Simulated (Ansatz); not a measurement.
Reaction (ligand exchange at the Si–C bond): `[SiH3]C[SeH]` + `OB(O)O` → `OB(O)O[SiH3]` + `C[SeH]`

Gas-phase electronic energies from Ansatz, PBE0-D4/def2-TZVP geometries. CCSD(T)/CBS is the MP2 limit (def2-TZVPP, def2-QZVPP) plus CCSD(T) − MP2 in def2-TZVPP, frozen cores. This one scheme is used for every species. For Se outer-core shells are correlated without core-valence functions, which leaves a few kJ/mol of doubt a bond. Scalar relativity is left out up to krypton. One conformer a species, not always the lowest.

| species | CCSD/def2-TZVPP energy (Eh) |
| --- | --- |
| `[SiH3]C[SeH]` | -2730.78302 |
| `OB(O)O` | -252.13685 |
| `OB(O)O[SiH3]` | -542.42038 |
| `C[SeH]` | -2440.53519 |

Task: Work out ΔE.

Result: ΔE = (-542.42038) + (-2440.53519) − (-2730.78302) − (-252.13685) = -0.03570 Eh = -93.7 kJ/mol. CCSD(T)/CBS gives -89.6 kJ/mol.

Largest T1 diagnostic among the species: 0.012.

From PBE to PBE0 (25 % exact exchange), in def2-TZVPP and without D4, ΔE moves by −4.2 kJ/mol. In def2-TZVPP, CCSD(T) changes the Hartree–Fock value by +23.3 kJ/mol (the triples alone add +3.2 kJ/mol) and MP2 by +23.6 kJ/mol.
